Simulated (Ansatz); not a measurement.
Program: Ansatz. Geometries: PBE0-D4/def2-TZVP. ΔE: electronic, gas phase. CCSD(T)/CBS is the MP2 limit (def2-TZVPP, def2-QZVPP) plus CCSD(T) − MP2 in def2-TZVPP, frozen cores. For Ge outer-core shells are correlated without core-valence functions, which leaves a few kJ/mol of doubt a bond. Scalar relativity is left out up to krypton.

Reaction (cleavage of the Ge–B bond): `B[BH][GeH3]` + `[SH][GeH3]` → `[GeH3][S][GeH3]` + `BB`

```
        level  ΔE (kcal/mol)
 MP2/def2-SVP          -11.5
HF/def2-QZVPP          -13.7
```

**Question.** What does CCSD(T)/CBS give? (Best estimate.)

**Answer.** Computed: -10.2 kcal/mol. The listed levels differ from it by -1.3, -3.5 kcal/mol.

**Question.** What do rigid-rotor, harmonic-oscillator terms from PBE0-D4/def2-TZVP frequencies (298.15 K, 1 bar) make of the CCSD(T)/CBS value? (Best estimate.)

**Answer.** Computed: ΔZPE = +0.4 kcal/mol, ΔH = -9.8 kcal/mol, ΔS = -23 J/(mol·K), ΔG = -8.2 kcal/mol. Modes under 50 cm⁻¹ make the entropy rough.

Largest T1 diagnostic among the species: 0.013.

From PBE to PBE0 (25 % exact exchange), in def2-TZVPP and without D4, ΔE moves by −1.5 kcal/mol. Leaving LDA and LC-ωPBE aside and taking each functional with its dispersion term where it has one, the values, not all of them listed here, spread over 4.3 kcal/mol, from BHLYP-D4 to PBE-D4. LDA lies +1.4 kcal/mol from PBE without D4.
